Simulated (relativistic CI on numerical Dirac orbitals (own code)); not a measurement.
# Forbidden transitions in Hg⁷⁴⁺

These numbers are calculated, not measured: Dirac-Coulomb-Breit CI, orbitals from a KLI potential per configuration, a model potential for QED, unscaled Slater integrals (own radial code, finite nucleus).

Configuration list (outside the closed core 1s2): 2s²2p², 2s2p³, 2p⁴, 2p³3s, 2s²2p3s, 2p³3p, 2p³3d, 2s²2p3p, 2s²2p3d, 2s2p²3s, 2s2p²3p, 2s2p²3d, 2s²2p4s, 2s²2p4p, 2s²2p4d, 2s²2p4f, 2s²3s², 2s²3s3p, 2s2p²4s, 2s²3s3d, 2s2p²4p, 2s²2p5s, 2s²3p², 2s²2p5p, 2s2p²4d, 2s²2p5d, 2s2p²4f, 2s²2p5f, 2s²2p5g, 2s²3p3d, 2s2p3s², 2s²3d², 2s2p3s3p, 2s2p3s3d, 2s2p3p², 2s2p3p3d. Levels of other configurations are missing.

| λ vac (nm) | Lower | Upper | Type | A (s⁻¹) | log gf |
| --- | --- | --- | --- | --- | --- |
| 0.06516 | 2s²2p² ³P0 [1] | 2s²2p5f ³F2 [264] | E2 | 6.71e+12 | -2.67 |
| 0.07173 | 2s²2p² ³P0 [1] | 2s²2p4f ³F2 [160] | E2 | 9.73e+12 | -2.43 |
| 0.07290 | 2s²2p² ³P1 [2] | 2s²2p5f ³D3 [266] | E2 | 6.12e+12 | -2.47 |
| 0.07298 | 2s²2p² ¹D2 [3] | 2s²2p5f ³G4 [265] | E2 | 7.06e+12 | -2.29 |
| 0.08103 | 2s²2p² ³P2 [6] | 2s²2p4f ³F4 [303] | E2 | 1.49e+13 | -1.88 |
| 0.08123 | 2s²2p² ¹D2 [3] | 2s²2p4f ³G4 [161] | E2 | 1.02e+13 | -2.04 |
| 0.08131 | 2s2p³ ⁵S°2 [8] | 2s2p²4f ⁵D°4 [345] | E2 | 1.20e+13 | -1.97 |
| 0.08132 | 2s2p³ ³P°2 [4] | 2s2p²4f ³F°4 [183] | E2 | 1.01e+13 | -2.05 |
| 0.08133 | 2s2p³ ³D°3 [9] | 2s2p²4f ³G°5 [363] | E2 | 1.10e+13 | -1.92 |
| 0.08141 | 2s2p³ ³S°1 [11] | 2s2p²4f ³D°3 [382] | E2 | 1.08e+13 | -2.13 |
| 0.08185 | 2s2p³ ¹P°1 [5] | 2s2p²4f ³F°3 [184] | E2 | 9.13e+12 | -2.19 |
| 0.08906 | 2s²2p² ³P2 [6] | 2s2p²3d ³F4 [211] | E2 | 1.52e+13 | -1.79 |
| 0.08909 | 2s2p³ ⁵S°2 [8] | 2p³3d ³D°3 [238] | E2 | 9.97e+12 | -2.08 |
| 0.08911 | 2s2p³ ⁵S°2 [8] | 2p³3d ⁵D°4 [237] | E2 | 1.60e+13 | -1.77 |
| 0.08918 | 2s2p³ ³P°2 [16] | 2p³3d ³F°4 [395] | E2 | 1.75e+13 | -1.73 |
| 0.08920 | 2s²2p² ³P1 [2] | 2s2p²3d ³D3 [115] | E2 | 1.18e+13 | -2.01 |
| 0.08925 | 2s2p³ ³D°3 [9] | 2p³3d ³G°5 [240] | E2 | 1.74e+13 | -1.64 |
| 0.08926 | 2s2p³ ³D°3 [9] | 2p³3d ³F°4 [239] | E2 | 1.13e+13 | -1.91 |
| 0.08932 | 2s2p³ ³P°2 [4] | 2p³3d ³F°4 [129] | E2 | 1.70e+13 | -1.74 |
| 0.08988 | 2s²2p² ³P2 [6] | 2s2p²3d ³F4 [205] | E2 | 6.87e+12 | -2.13 |
| 0.09005 | 2s2p³ ⁵S°2 [8] | 2p³3d ³F°2 [226] | E2 | 1.16e+13 | -2.15 |
| 0.09023 | 2s2p³ ³D°3 [9] | 2p³3d ³G°4 [231] | E2 | 5.87e+12 | -2.19 |
| 0.09023 | 2s2p³ ³P°2 [4] | 2p³3d ³D°1 [127] | E2 | 1.53e+13 | -2.25 |
| 0.09026 | 2s2p³ ³P°2 [4] | 2p³3d ³F°3 [126] | E2 | 8.07e+12 | -2.16 |
| 0.09032 | 2s2p³ ³P°2 [4] | 2p³3d ³D°2 [125] | E2 | 1.09e+13 | -2.18 |
| 0.09032 | 2s²2p² ¹D2 [3] | 2s2p²3d ³G3 [100] | E2 | 5.31e+12 | -2.34 |
| 0.09079 | 2s²2p² ³P0 [1] | 2s2p²3d ³D2 [38] | E2 | 1.10e+13 | -2.17 |
| 0.09086 | 2s²2p² ¹D2 [3] | 2s2p²3d ³G4 [90] | E2 | 1.01e+13 | -1.95 |
| 0.09092 | 2s2p³ ¹P°1 [5] | 2p³3d ³F°3 [126] | E2 | 8.44e+12 | -2.14 |
| 0.09094 | 2s2p³ ¹D°2 [12] | 2p³3d ³G°4 [231] | E2 | 9.69e+12 | -1.97 |

Terms are leading LS components. Brackets give the number of a level in order of energy, since labels repeat. The list gives strong lines, with weight on those to low levels, among the lowest 400 of 791 levels, so that lines to higher ones, which can be the strongest, are missing. Levels whose partners in the same complex of configurations lie outside the list can be far off, and so can their lines. Rates are taken at the computed energies, electric ones in the length gauge.

At this charge energies of transitions that change n are usually good to better than 1 %, and those within a shell (Δn = 0) to a few per cent.

LS names give the leading component of a level, which can be under half, so a name can repeat, a term be missing and a line seem to break the LS rules.
